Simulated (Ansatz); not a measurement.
`N[SiH2][SiH](N)F` + `C[O][Y]([CH3])[OH]` → `N[SiH2][SiH](N)O` + `C[O][Y]([CH3])[F]`  (redistribution)

Gas-phase electronic energies from Ansatz, PBE0-D4/def2-TZVP geometries. CCSD(T)/CBS is the MP2 limit (def2-TZVPP, def2-QZVPP) plus CCSD(T) − MP2 in def2-TZVPP, frozen cores. DFT in def2-TZVPP. B3LYP here is the variant with VWN-RPA as its local correlation; programs differ in this. def2 core potentials past Kr. For Y outer-core shells are correlated without core-valence functions, which leaves a few kJ/mol of doubt a bond. One conformer a species, not always the lowest.

```
             level  ΔE (kJ/mol)
           PBE0-D4        -14.5
          B3LYP-D4        -12.7
            B2PLYP         -9.0
            r2SCAN        -13.8
SCS-MP2/def2-TZVPP         -4.2
    MP2/def2-QZVPP         -7.3
SCS-MP2/def2-QZVPP         -6.7
    CCSD/CBS(def2)         -8.4
```

What does CCSD(T)/CBS give? (Best estimate.)

Computed: -8.9 kJ/mol. The listed levels differ from it by -5.6, -3.8, -0.1, -4.9, 4.7, 1.6, 2.2, 0.5 kJ/mol.

Largest T1 diagnostic among the species: 0.014.

CCSD(T)/CBS has its own doubt, a few kJ/mol and more with outer-core shells, so smaller differences from it don't rank the levels.
